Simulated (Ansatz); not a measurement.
`CC[SiH2][SeH]` + `C=C=C` → `C=C=C[SeH]` + `CC[SiH3]`  (formal exchange of groups at the Se–Si bond)

Gas-phase electronic energies from Ansatz, PBE0-D4/def2-TZVP geometries. CBS: MP2 limit from def2 TZ/QZ plus the TZ coupled-cluster correction, frozen cores. This one scheme is used for every species. Functionals use def2-TZVPP. B3LYP here is the variant with VWN-RPA as its local correlation; programs differ in this. For Se outer-core shells are correlated without core-valence functions, which leaves a few kJ/mol of doubt a bond. Scalar relativity is left out up to krypton. One conformer a species, not always the lowest.

```csv
level,ΔE (kJ/mol),difference from CCSD(T)/CBS
r2SCAN-D4,111.1,-2.3
ωB97M-V,112.2,-1.2
B2PLYP,105.4,-8.0
PBE,104.5,-8.9
r2SCAN,110.6,-2.8
B3LYP,103.8,-9.6
CCSD/def2-TZVPP,107.3,-6.1
CCSD(T)/def2-TZVPP,105.7,-7.7
MP2/def2-QZVPP,111.2,-2.2
MP2/CBS(def2),114.7,1.3
CCSD(T)/CBS,113.4,0
```

Largest T1 diagnostic among the species: 0.012.

In def2-TZVPP, CCSD(T) changes the Hartree–Fock value by −6.3 kJ/mol (the triples alone add −1.6 kJ/mol) and MP2 by −5.0 kJ/mol. From PBE to PBE0 (25 % exact exchange), in def2-TZVPP and without D4, ΔE moves by +5.5 kJ/mol.
